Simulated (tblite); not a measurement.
C₇H₉OPS.
Geometry (GFN2-xTB, Å), atoms numbered from 1 in this order:
```xyz
19
C7H9OPS angstrom
C      3.2331   -1.3918    0.3961
S      1.4327   -1.5988    0.5033
C      0.9097   -0.0036   -0.0126
O      1.8596    0.8864   -0.3223
C      1.3088    2.0547   -0.6964
P     -0.3951    2.1184   -0.6881
C     -0.3816    0.4276   -0.1318
C     -1.5647   -0.3918    0.1578
C     -2.8067   -0.2018   -0.6693
C     -2.7831    0.2650    0.7473
H      3.6622   -2.3404    0.7016
H      3.5124   -1.1627   -0.6277
H      3.5488   -0.5993    1.0679
H      2.0135    2.8223   -0.9619
H     -1.3217   -1.3964    0.4846
H     -3.3916   -1.0733   -0.9202
H     -2.7674    0.5457   -1.4489
H     -2.7273    1.3292    0.9280
H     -3.3513   -0.2802    1.4851
```

Computed with GFN2-xTB (tblite): harmonic, unscaled wavenumbers at the GFN2-xTB geometry, gas phase. This tight-binding method is rough: wavenumbers can miss measured ones by several per cent, in bad cases by 10 to 20. One conformer, not necessarily the lowest.

Harmonic wavenumbers (cm⁻¹): 32.8, 48.8, 112.2, 127.5, 159.0, 179.5, 193.5, 248.2, 357.3, 401.3, 435.5, 489.1, 563.8, 564.6, 676.3, 694.6, 732.2, 799.1, 861.9, 862.2, 940.5, 947.3, 955.7, 956.5, 961.3, 1032.3, 1067.4, 1069.9, 1089.6, 1099.9, 1151.4, 1205.5, 1227.9, 1244.0, 1268.7, 1316.1, 1356.7, 1424.9, 1440.6, 1441.1, 1473.9, 1522.9, 3034.8, 3038.5, 3040.1, 3062.7, 3072.1, 3074.6, 3091.7, 3106.8, 3124.5.

A = 1517, B = 787.5, C = 542.1 MHz; mass 172.011 u (most abundant isotopes); point group Cs, symmetry number 1.

What is the zero-point energy?

½Σν̃ = 31190 cm⁻¹ = 373.11 kJ/mol.

What is S at 200 K and 1 bar for an ideal gas of classical rigid rotors and harmonic oscillators?

Translation 164.75, rotation 122.99, vibration 92.65: S = 380.4 J/(mol K).

And Cp and H(200 K) − H(0)?

Cp = 125.18 J/(mol K), of which vibrations give 91.93 (their classical limit is 51 R = 424.0); H(200 K) − H(0) = 16.31 kJ/mol without the zero-point energy, 9.66 from vibrations.

What must be added to the electronic energy to get the Gibbs energy at 200 K and 1 bar?

ZPE + [H(200 K) − H(0)] − T·S = 373.11 + 16.31 − 76.08 = 313.34 kJ/mol.

Which modes carry the vibrational entropy at 200 K?

32.8 cm⁻¹: 20.34; 48.8 cm⁻¹: 17.06; 112.2 cm⁻¹: 10.32; 127.5 cm⁻¹: 9.32; 159.0 cm⁻¹: 7.64; 179.5 cm⁻¹: 6.74 J/(mol K); the other 45 give 21.24 together.

Hindered rotation and anharmonicity are outside this model. Other conformers, if any are populated, would add a mixing term that is left out.

Hardware: one thread, Arm Neoverse V1 (aarch64), shared host. Cost: 0.91 s of wall time. This covers the Hessian and the dipole derivatives.
